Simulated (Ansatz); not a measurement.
**Abstraction of H: AlHBr2 + SiH2(SeH) → AlBr2 + SiH3(SeH)**

Gas-phase species: AlHBr2 `[Br][AlH][Br]`, singlet; SiH2(SeH), doublet; AlBr2 `[Br][Al][Br]`, doublet; SiH3(SeH), singlet. A radical takes H: the energy is the difference in strength between the Al–H bond broken and the Si–H bond made.

Shapes, held fixed at every level: PBE0-D4/def2-TZVP. Flexible molecules stand in one conformer, not always the lowest. Programs: Ansatz 0.2.0. The zero-point and thermal change to 298 K, harmonic and unscaled (PBE0-D4/def2-TZVP), is +5.5 kJ/mol.

(1) Estimate ΔH(298 K) of this reaction.

Results:

(1) The highest level, CCSD(T)/def2-TZVPP, gives ΔH(298 K) = -25.8 kJ/mol; the levels span -30.2 to -21.0. The column of differences is taken from that level and isn't an error. No measured value is set beside it here. Open shells run unrestricted. Relativity is left out for Br, Se. Outer-core shells of Br, Se are correlated, in sets that cover them unevenly.

```tsv
level	kind	ΔH(298 K) (kJ/mol)	less CCSD(T)/def2-TZVPP
MP2/def2-TZVPP	perturbation theory	-30.2	-4.4
SPW92/def2-TZVPP	LDA	-29.8	-4.0
B3LYP-D4/def2-TZVPP	global hybrid	-27.8	-2.0
BHLYP-D4/def2-TZVPP	global hybrid	-28.2	-2.4
wB97X-V/def2-TZVPP	range-separated hybrid	-25.0	+0.8
CCSD/def2-SVP	coupled cluster or CI	-21.0	+4.8
CCSD(T)/def2-TZVPP	coupled cluster or CI	-25.8	0.0
```
